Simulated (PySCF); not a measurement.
CH₇BO₂Si.

```xyz
12

B      0.6440    -0.0339     0.0000
O      1.9689     0.2861     0.0000
H      2.1342     1.2352     0.0000
O      0.3681    -1.3599     0.0000
C     -0.9153    -1.9339     0.0000
H     -1.0368    -2.5682    -0.8930
H     -1.0368    -2.5682     0.8930
H     -1.7220    -1.1793     0.0000
Si    -0.8020     1.4259     0.0000
H     -1.6892     1.3515     1.2025
H     -1.6892     1.3515    -1.2025
H     -0.1556     2.7777     0.0000
```
Charge 0, spin multiplicity 1.

Geometry: B3LYP-D3(BJ)/def2-SVP. The structure was generated by enumeration, and PubChem lists no compound with its InChIKey, so it may never have been made. One conformer was computed; it need not be the lowest.

Level of theory: PBE/pcSseg-1 (PySCF). Non-relativistic, no solvent.

Question: Give the absolute GIAO shielding of each atom: isotropic value and principal components (ppm). (An estimate is asked for; the answer gives what the named calculation found.)

Answer: 
| atom | σ(iso) | σ11 | σ22 | σ33 | span |
|---|---|---|---|---|---|
| B1 | 65.9 | 56.1 | 61.0 | 80.7 | 24.6 |
| O2 | 141.3 | -37.7 | 227.9 | 233.8 | 271.5 |
| H3 | 26.8 | 22.3 | 25.2 | 32.8 | 10.5 |
| O4 | 164.0 | -70.4 | 261.8 | 300.8 | 371.2 |
| C5 | 120.7 | 92.1 | 94.9 | 175.0 | 82.9 |
| H6 | 27.2 | 23.8 | 25.1 | 32.9 | 9.1 |
| H7 | 27.2 | 23.8 | 25.1 | 32.9 | 9.1 |
| H8 | 27.6 | 23.9 | 28.0 | 30.8 | 7.0 |
| Si9 | 460.4 | 437.8 | 460.7 | 482.8 | 45.0 |
| H10 | 27.7 | 24.6 | 26.2 | 32.2 | 7.6 |
| H11 | 27.7 | 24.6 | 26.2 | 32.2 | 7.6 |
| H12 | 28.3 | 25.4 | 26.4 | 33.2 | 7.8 |
